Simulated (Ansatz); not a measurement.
Cost and result for the atomization energy of BClGaH3 (`Cl[BH][GaH2]`) (6 atoms, 5 bonds).

```xyz
6

Cl    0.527    1.477    1.797
B     0.319   -0.072    1.010
Ga   -0.304   -0.122   -0.979
H     0.558   -1.019    1.700
H     0.729   -0.101   -2.165
H    -1.829   -0.163   -1.363
```

The species carries charge 0 and has multiplicity 1. Correlated methods include outer-core shells of Ga, which these sets cover unevenly. Scalar relativity is left out up to krypton. The structure was optimised at the PBE0-D4/def2-TZVP level. Program: Ansatz. All runs use 2 threads of an Arm Neoverse V1 on a shared host. Times are those of one run each, without the atoms' runs, and a repeat can differ threefold. Electronic energies, without spin–orbit coupling; frozen cores. CCSD(T)/CBS adds CCSD(T) − MP2 in def2-TZVPP to the MP2 limit, and its time is that of the two runs behind it. T1 = 0.014. With those shells the extrapolation isn't a true limit.

CCSD(T)/CBS is a level of theory with its own doubt, some kJ/mol a heavy atom from the limit and from the frozen cores, so smaller differences don't rank the functionals.

```tsv
level	functions	wall time	atomization (kcal/mol)	difference from CCSD(T)/CBS	per bond
LDA (SPW92)/def2-TZVPP	163	1.1 s	432.0	50.9	10.2
BLYP-D4/def2-TZVPP	163	1.8 s	374.1	-7.0	-1.4
CCSD(T)/def2-SVP	79	2.1 s	362.4	-18.7	-3.7
PBE0-D4/def2-TZVPP	163	2.4 s	381.7	0.6	0.1
BHLYP-D4/def2-TZVPP	163	2.7 s	373.9	-7.2	-1.4
CAM-B3LYP-D4/def2-TZVPP	163	2.9 s	381.4	0.3	0.1
B2PLYP/def2-TZVPP	163	4 s	376.1	-5.0	-1.0
r2SCAN-D4/def2-TZVPP (with forces)	163	4.6 s	386.9	5.8	1.2
ωB97X-V/def2-TZVPP	163	7.5 s	384.7	3.6	0.7
ωB97M-V/def2-TZVPP (with forces)	163	10 s	382.4	1.3	0.3
MP2/def2-QZVPP	306	13 s	382.9	1.8	0.3
CCSD(T)/def2-TZVPP	163	30 s	374.6	-6.5	-1.3
CCSD(T)/CBS(def2)	–	43 s	381.1	0.0	0.0
```

From BLYP to BHLYP (50 % exact exchange), in def2-TZVPP and without D4, the atomization energy moves by +1.7 kcal/mol. In def2-TZVPP, CCSD(T) changes the Hartree–Fock value by +83.0 kcal/mol (the triples alone add +5.0 kcal/mol) and MP2 by +87.4 kcal/mol; breaking electron pairs costs correlation energy, which Hartree–Fock lacks. The D4 term adds +4.4 kcal/mol with B3LYP and +2.3 kcal/mol with PBE0; it sums over pairs of atoms, weighted by their polarisabilities, and B3LYP, whose exchange is more repulsive, gets the larger term.

B3LYP here is the variant with VWN-RPA as its local correlation; programs differ in this.
